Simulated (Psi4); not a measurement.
F₆Re (SMILES [F][Re+]([F])([F])([F])([F])[F]), charge +1, singlet, at a GFN2-xTB geometry (such geometries of metal compounds can be far from the true shape) (the multiplicity is a formal guess) (core potentials on Re). Base run: M06-2X/def2-SVP (Psi4).

Input for Psi4:
```
memory 2 GB

molecule {
1 1
Re    0.00000000   -0.00000000   -0.00000000
F     1.06169028   -0.44249112   -1.29720893
F    -1.06169028    0.44249112    1.29720893
F    -1.08091769    0.73857109   -1.13660253
F    -0.84271367   -1.50480895   -0.17640667
F     0.84271367    1.50480895    0.17640667
F     1.08091769   -0.73857109    1.13660253
}

set {
  basis def2-svp
}

energy('m06-2x')
print_variables()
```

Each row names what was changed in the base input (with any setting that the change needs).

```json
[
 {"change": "base", "E (Eh)": "-676.18743"},
 {"change": "functional = pw6b95", "E (Eh)": "-677.20031"},
 {"change": "functional = pbe", "E (Eh)": "-676.13757"},
 {"change": "functional = cam-b3lyp", "E (Eh)": "-676.39210"},
 {"change": "functional = b3lyp5", "E (Eh)": "-676.34834"},
 {"change": "functional = bhhlyp", "E (Eh)": "…"},
 {"change": "functional = r2scan", "E (Eh)": "-676.42327"},
 {"change": "functional = svwn", "E (Eh)": "…"},
 {"change": "functional = hf (with energy('scf'))", "E (Eh)": "-673.21567"},
 {"change": "functional = pbe0", "E (Eh)": "…"},
 {"change": "functional = revpbe", "E (Eh)": "-676.50798"},
 {"change": "functional = b3lyp", "E (Eh)": "-676.60563"},
 {"change": "functional = bp86", "E (Eh)": "…"}
]
```

Problem. What belongs in the gaps?

Solution. 
- functional = bhhlyp, E (Eh): -676.15027
- functional = svwn, E (Eh): -674.15126
- functional = pbe0, E (Eh): -676.00547
- functional = bp86, E (Eh): -676.75863

Absolute energies of different levels of theory aren't comparable as measures of quality.
